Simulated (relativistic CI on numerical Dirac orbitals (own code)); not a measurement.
Cr¹⁹⁺: what numerical and physical settings do to a radial Dirac CI calculation

Reference input:

```
atom Cr  Z=24  charge=19  electrons=5
nucleus A=52  rms_radius_fm=3.6452
hamiltonian dirac-coulomb  breit=on  qed=on  c_scale=1
orbitals kli  potential=per-configuration
slater_scale 1
correlation none
mixing on
grid step=0.0125 r_max=5.5
scf mixing=0.4 start=green max_iterations=150 tolerance=2e-08 node_fill=0.05
configurations
  [He] 2s2 2p
  [He] 2s 2p2
end
```

Computed lowest total energy -743.09496 Ha, first excitation 84915.5 cm⁻¹, 17 SCF steps. Runs with settings changed; * marks those that are bad on purpose (the QED terms keep the true α when c is scaled):

```
                                                             Changed    Outcome  Lowest level   ΔE (Ha)  First excitation (cm⁻¹)  SCF steps  Message
speed of light × 0.8, nuclear radius 4.0097 fm, start potential bare  converged  2s²2p ²P°1/2     -3.23                 133835.8         17         
                                                speed of light × 0.8  converged  2s²2p ²P°1/2     -3.23                 133835.8         17         
                                      QED terms off, grid step 0.006  converged  2s²2p ²P°1/2    -0.238                  84709.9         17         
                                                      SCF mixing 0.2  converged  2s²2p ²P°1/2  2.59e-10                  84915.5         18         
                                          nuclear radius 36.452 fm *  converged  2s²2p ²P°1/2     0.247                  84908.2         17         
                                              speed of light × 0.2 *  converged  2s²2p ²P°1/2      -238                1480454.4         16
```
